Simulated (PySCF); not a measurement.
## Dipole moment and polarisability of `FC(F)=C(F)P1CC1`

Compound: C₄H₄F₃P.
SMILES with atom numbers: `[F:1][C:2]([F:3])=[C:4]([F:5])[P:6]1[CH2:7][CH2:8]1` (hydrogens: H9, H10 on C7; H11, H12 on C8)

Geometry (GFN2-xTB, Å), atoms numbered from 1 in this order:
```xyz
12
C4H4F3P angstrom
F      3.384   -0.814   -0.375
C      2.287   -0.150   -0.703
F      2.517    0.677   -1.716
C      1.088   -0.247   -0.139
F      0.917   -1.106    0.887
P     -0.324    0.770   -0.742
C     -1.683   -0.333   -0.150
C     -1.314    0.750    0.818
H     -1.431   -1.354    0.103
H     -2.623   -0.235   -0.677
H     -2.009    1.570    0.937
H     -0.808    0.472    1.732
```

Level: CAM-B3LYP/def2-SVPD (PySCF), static field, nuclei fixed, core orbitals frozen in the response. The polarisability tensor in these axes (au):

```
x    96.14  -2.57 -12.04
y    -2.57  60.79  -3.43
z   -12.04  -3.43  65.27
```

Problem. Diagonalise the tensor; give its mean and Δα, where Δα² is half the sum of the squared differences of the eigenvalues.

Solution. Principal values 56.85, 65.02 and 100.33 au; mean 74.07 au = 10.98 Å³ = 12.21 × 10⁻⁴⁰ C²·m²/J; Δα = 40.02 au (54 % of the mean).

Problem. What is the dipole moment, and where does it point?

Solution. (-1.88, 0.20, 0.49) D, 1.95 D in size, pointing from the negative to the positive side. Measured along this direction, the outermost atoms are F1 at the negative end and H10 and H11 at the positive end.

Problem. Orientational against electronic polarisability at 298 K (dilute gas, rigid molecules)?

Solution. In Gaussian units μ²/3kT = 30.75 Å³ against 10.98 Å³, a ratio of 2.80; the Debye molar polarisation (4π/3)N_A(α + μ²/3kT) is 105.3 cm³/mol, leaving out the vibrational part.

Problem. In TDDFT the mean static polarisability is Σ f/ω² over all singlet excitations (ω in hartree). How much of it do the 8 lowest give? Their energies (eV) and oscillator strengths: 6.25, 0.0053; 6.39, 0.2865; 6.49, 0.0234; 6.62, 0.0001; 7.20, 0.0001; 7.23, 0.2478; 7.64, 0.1127; 7.84, 0.0070.

Solution. They add up to 10.73 au, 14.5 % of the 74.07 au; the largest single term is 5.19 au, from the state at 6.39 eV. Terms in order: 0.10, 5.19, 0.41, 0.00, 0.00, 3.51, 1.43, 0.08 au. Higher excitations give the rest. The strengths listed sum to 0.683.

Problem. Refractivity n − 1 of an ideal gas of it at 400 K and 1 atm, from the electronic α?

Solution. N = p/kT = 1.8347 × 10¹⁹ cm⁻³, so n − 1 = 2π × N × 10.98 × 10⁻²⁴ cm³ = 1265 × 10⁻⁶ at long wavelengths, for an ideal gas.

Problem. What are the principal values of the traceless quadrupole moment, Θ = ½Σq(3rr − r²1), about the centre of nuclear charge?

Solution. -5.62, 2.43, 3.19 D·Å. The values depend on the origin, since the dipole doesn't vanish. The electronic extent ⟨r²⟩ about the same centre is 1180 bohr², a root-mean-square distance of 2.17 Å for the 70 electrons.

Problem. Rayleigh depolarisation ratio (linearly polarised light, static tensor)?

Solution. ρ = 3Δα²/(45ᾱ² + 4Δα²) = 4805.2/(246859 + 6407.0) = 0.019.

The structure is a single GFN2-xTB conformer in the gas phase; no vibrational or solvent corrections.

The run behind these numbers computed excited states as well. Rough CPU time on one thread of a shared machine: about 1.7 min.
